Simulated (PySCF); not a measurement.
Fractional electron number in I (iodine, neutral)

The 5p beta orbital of [Kr] 4d10 5s2 5p5 is emptied in steps (occupation f), with all orbitals relaxed, ending at [Kr] 4d10 5s2 5p4. Computed with PySCF 2.14 in aug-cc-pVTZ-DK3, with the spin-free X2C one-electron Hamiltonian (Gaussian nucleus). The exact energy is a straight line in f; departures are measured from the line between the end points of the same method.

```csv
f,UHF (eV),LDA (eV),PBE (eV),PBE0 (eV),r2SCAN (eV),LC-wPBE (eV),BHandHLYP (eV),CAM-B3LYP (eV),MN15 (eV)
1,0.000,0.000,0.000,0.000,0.000,0.000,0.000,0.000,0.000
0.9,0.077,-0.354,-0.341,-0.240,-0.317,-0.003,-0.147,-0.132,-0.179
0.7,0.173,-0.832,-0.799,-0.560,-0.735,-0.006,-0.347,-0.312,-0.418
0.5,0.200,-0.994,-0.953,-0.667,-0.866,-0.007,-0.418,-0.375,-0.498
0.3,0.163,-0.838,-0.802,-0.560,-0.717,-0.004,-0.355,-0.319,-0.418
0.1,0.068,-0.360,-0.344,-0.240,-0.304,-0.001,-0.154,-0.138,-0.178
0,0.000,0.000,0.000,0.000,0.000,0.000,0.000,0.000,0.000
```

```
   method  E(f=0) − E(f=1) (eV)  −ε at f=1 (eV)  −ε at f=0.5 (eV)
      UHF                 9.547          10.412             9.518
      LDA                10.808           6.881            10.788
      PBE                10.513           6.726            10.505
     PBE0                10.536           7.874            10.537
   r2SCAN                10.540           7.004            10.596
  LC-wPBE                10.587          10.557            10.592
BHandHLYP                10.501           8.872            10.478
CAM-B3LYP                10.653           9.188            10.634
     MN15                10.448           8.460            10.448
```

Orbital energy along the path (eV):

```csv
f,UHF,LDA,PBE,PBE0,r2SCAN,LC-wPBE,BHandHLYP,CAM-B3LYP,MN15
1,-10.412,-6.881,-6.726,-7.874,-7.004,-10.557,-8.872,-9.188,-8.460
0.9,-10.216,-7.647,-7.471,-8.402,-7.727,-10.562,-9.184,-9.469,-8.855
0.7,-9.850,-9.204,-8.980,-9.467,-9.172,-10.576,-9.822,-10.043,-9.650
0.5,-9.518,-10.788,-10.505,-10.537,-10.596,-10.592,-10.478,-10.634,-10.448
0.3,-9.213,-12.392,-12.036,-11.606,-11.957,-10.604,-11.155,-11.242,-11.250
0.1,-8.932,-14.007,-13.569,-12.669,-13.256,-10.598,-11.860,-11.873,-12.043
0,-8.799,-14.815,-14.338,-13.200,-13.893,-10.587,-12.226,-12.202,-12.411
```

Reference removal energy between the ground levels: 10.451 eV (measured; NIST Atomic Spectra Database, ionization energies). The calculation has no spin-orbit coupling. UHF lacks correlation.
